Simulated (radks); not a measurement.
Nd3+, configuration [Xe] 4f3.

Calculated with a radial shooting solver on a logarithmic mesh with Libxc functionals: scalar-relativistic Kohn-Sham, PW91, spin-polarised, spherical densities, finite nucleus; open shells are filled with parallel spins first (spin-orbit coupling, left out, can overturn this in heavy ions); Fermi nuclear charge, rms radius 4.9123 fm.

Energy parts (eV):
part                      energy
total                 -261862.44
kinetic                278678.37
electron-nucleus      -634229.65
Hartree                 99741.61
exchange-correlation    -6052.77

Orbitals (lengths in bohr, moments of r in powers of bohr; r(max) is where P^2 peaks; r(90%) holds 90 % of the orbital's charge):
| orbital | occ. | eigenvalue (eV) | r(max) | <r> | r(90%) |
|---|---|---|---|---|---|
| 1s up | 1 | -43432.27 | 0.01510 | 0.02363 | 0.0426 |
| 1s down | 1 | -43432.27 | 0.01510 | 0.02363 | 0.0426 |
| 2s up | 1 | -7050.845 | 0.08550 | 0.1010 | 0.156 |
| 2s down | 1 | -7050.834 | 0.08550 | 0.1010 | 0.156 |
| 2p up | 3 | -6306.998 | 0.06892 | 0.08879 | 0.145 |
| 2p down | 3 | -6306.991 | 0.06892 | 0.08879 | 0.145 |
| 3s up | 1 | -1554.759 | 0.2438 | 0.2664 | 0.391 |
| 3s down | 1 | -1553.852 | 0.2437 | 0.2663 | 0.391 |
| 3p up | 3 | -1320.124 | 0.2388 | 0.2646 | 0.396 |
| 3p down | 3 | -1319.223 | 0.2387 | 0.2644 | 0.396 |
| 3d up | 5 | -994.2349 | 0.1961 | 0.2418 | 0.378 |
| 3d down | 5 | -993.5362 | 0.1960 | 0.2417 | 0.377 |
| 4s up | 1 | -334.7929 | 0.5648 | 0.6064 | 0.871 |
| 4s down | 1 | -332.3696 | 0.5647 | 0.6063 | 0.870 |
| 4p up | 3 | -257.7869 | 0.5894 | 0.6417 | 0.933 |
| 4p down | 3 | -255.3553 | 0.5891 | 0.6415 | 0.933 |
| 4d up | 5 | -148.2214 | 0.6173 | 0.7032 | 1.06 |
| 4d down | 5 | -145.7933 | 0.6170 | 0.7034 | 1.06 |
| 4f up | 3 | -31.7808 | 0.6497 | 0.9644 | 1.64 |
| 4f down | 0 | -29.6212 | 0.6507 | 0.9857 | 1.69 |
| 5s up | 1 | -68.1300 | 1.300 | 1.430 | 2.05 |
| 5s down | 1 | -66.7359 | 1.307 | 1.442 | 2.07 |
| 5p up | 3 | -48.5836 | 1.458 | 1.637 | 2.37 |
| 5p down | 3 | -47.5197 | 1.470 | 1.654 | 2.40 |
| 5d up | 0 | -24.4460 | 1.910 | 2.260 | 3.38 |
| 5d down | 0 | -23.9165 | 1.936 | 2.294 | 3.43 |
| 6s up | 0 | -21.6569 | 3.082 | 3.255 | 4.55 |
| 6s down | 0 | -21.3732 | 3.110 | 3.277 | 4.59 |
| 6p up | 0 | -16.7515 | 3.563 | 3.750 | 5.27 |

The highest occupied level is 4f up at -31.781 eV. Spin moment in Bohr magnetons: 3.
